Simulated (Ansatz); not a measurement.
Geometry optimisation, RKS PBE/def2-SVP in Ansatz.

Input:

```yaml
crystal:
  periodic: [false, false, false]
  atoms:
    - { symbol: B, position_ang: [0.042304, 0.318366, 0.07713] }
    - { symbol: Cl, position_ang: [-0.070277, 0.629069, 1.87841] }
    - { symbol: H, position_ang: [1.100955, 0.430037, -0.489984] }
    - { symbol: F, position_ang: [-1.098338, 0.188233, -0.582755] }
    - { symbol: O, position_ang: [0.209688, -2.237904, 0.513212] }
    - { symbol: H, position_ang: [-0.690761, -2.456329, 0.197786] }
    - { symbol: H, position_ang: [0.043329, -1.901072, 1.431901] }
basis:
  gaussian: { orbitals: def2-SVP }
hamiltonian:
  xc: pbe
relax:
  f_tol: 0.03
  max_steps: 50
output:
  orbitals: {}
```

Command:

```bash
$ ansatz run input.yaml --threads 1 --pin off --max-ram 2048MiB --backend cpu --events-out ev --progress --plain --runs-dir out
```

Where does it end, and by what steps?

The run converged. After 7 steps the energy has fallen by 0.341 eV; O5 moved furthest, 0.47 Å. Joined: B1–O5 (2.60 → 1.73 Å).

```csv
step,energy less start (eV),largest force component (eV/Å),accepted
0,0.0000,0.871,yes
1,-0.0841,1.141,yes
2,-0.2255,1.101,yes
3,-0.2613,1.218,yes
4,0.5496,4.422,no
5,-0.3353,0.317,yes
6,-0.3348,0.280,no
7,-0.3412,0.026,yes
```

```xyz
7
Properties=species:S:1:pos:R:3
B 0.052 -0.075 0.149
Cl -0.072 0.538 1.892
H 1.076 0.219 -0.436
F -1.123 -0.016 -0.547
O 0.184 -1.774 0.445
H -0.660 -2.138 0.095
H 0.080 -1.783 1.428
```

Whether the end is a true minimum wasn't checked by a vibrational analysis.

Time of the run: 7.3 s on 1 thread of AMD EPYC 9R45 96-Core Processor (Zen 5), with other jobs on the host, peak memory 0.16 GiB.
